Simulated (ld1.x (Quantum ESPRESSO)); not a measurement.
# Before and after: TM potential for niobium

ld1.x (Quantum ESPRESSO) 7.5 input, shortened:

```
&input
   title='Nb', zed=41., rel=1, dft='PBE', iswitch=3,
   config='[Kr] 4d4 4f-2 5s0 5p0'
 /
 &inputp
   pseudotype=2, tm=.true., lloc=-1, rcloc=3.45,
   nlcc=.true., new_core_ps=.true., rcore=2.50
 /
4
5S  1  0   0.00   0.00  3.15  3.15  0.0
5P  2  1   0.00   0.00  3.75  3.75  0.0
4D  3  2   4.00   0.00  2.70  2.70  0.0
4F  4  3  -2.00  -0.05  3.55  3.55  0.0
 &test
   configts(1)='4d4 5s0 5p0'
 /
```

Change: wave 4d (bound): rc 2.70 bohr becomes 4d (bound): rc 3.38 bohr.

Cutoffs: the cutoffs (Ry, on a coarse ladder) from which the occupation-weighted sum of valence levels, in a spherical-Bessel basis at the reference potential, stays within 10 and 1 mRy of its value at 400 Ry; they do not see the model core or the augmentation charge, which bear on the density cutoff. Errors are all-electron minus pseudo energies relative to the spin-unpolarised reference configuration.

Problem. What does the change do?

Solution. The potential gets softer (25 Ry and 30 Ry → 18 Ry and 25 Ry); of the 7 tests that both files solve, the error grows in 1 and shrinks in 5 by more than 15 % and 0.3 meV (median size 79.3 → 24.8 meV); neither file shows a bound ghost. A larger radius leaves more room for a smooth pseudo-wave, so fewer plane waves are needed.

```csv
quantity,base,changed
"cutoff, loose",25 Ry,18 Ry
"cutoff, tight",30 Ry,25 Ry
bound ghosts,none,none
"error for 4d4 5s1 5p0, meV [ΔE -6.64 eV]",-7.7,-7.3
"error for 4d3 5s0 5p0, meV [ΔE 14.04 eV]",-101,-65
"error for 4d2 5s0 5p0, meV [ΔE 38.76 eV]",-523,-244
"error for 4d3 5s1 5p0, meV [ΔE 0.38 eV]",-79,-25
"error for 4d4 5s0 5p1, meV [ΔE -3.69 eV]",-3.4,-2.7
"error for 4d3 5s2 5p0, meV [ΔE -7.15 eV]",-105,-37
"error for 4d4 5s0.5 5p0, meV [ΔE -4.00 eV]",-1.9,-2.4
s: phases at 4.03 bohr within 0.05 rad from the reference energy up to (Ry; the scan ends near 5),0.3,0.3
p: phases at 4.03 bohr within 0.05 rad from the reference energy up to (Ry; the scan ends near 5),0.7,0.7
d: phases at 4.03 bohr within 0.05 rad from the reference energy up to (Ry; the scan ends near 5),0.1,0.1
f: phases at 4.03 bohr within 0.05 rad from the reference energy up to (Ry; the scan ends near 5),1.6,1.6
```
